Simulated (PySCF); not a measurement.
1-ethenylcyclopropan-1-amine (C5H9N), SMILES C=CC1(N)CC1.

The structure is a stationary point at PBE0-D3(BJ)/def2-SVP. The values are those of a single conformer.

Computed with PBE/def2-TZVP (PySCF).

The molecule is in vacuum.

Estimate the frontier levels, gap, dipole moment and polarisability. (The exact figures need the calculation; the answer reports its results.)


```
Item                                                                                                           Result
---------------------------------------------------------------------------------------------  ----------------------
highest occupied level                                                                                       -5.20 eV
lowest empty level                                                                                           -0.53 eV
orbital gap                                                                                                   4.67 eV
dipole moment                                                                                                  1.63 D
quadrupole, principal values (traceless, Buckingham form, about the centre of nuclear charge)  -5.49, -0.53, 6.01 D·Å
mean static polarisability                                                                      70.2 bohr³ (10.40 Å³)
polarisability, principal values                                                               56.2, 64.7, 89.6 bohr³
```
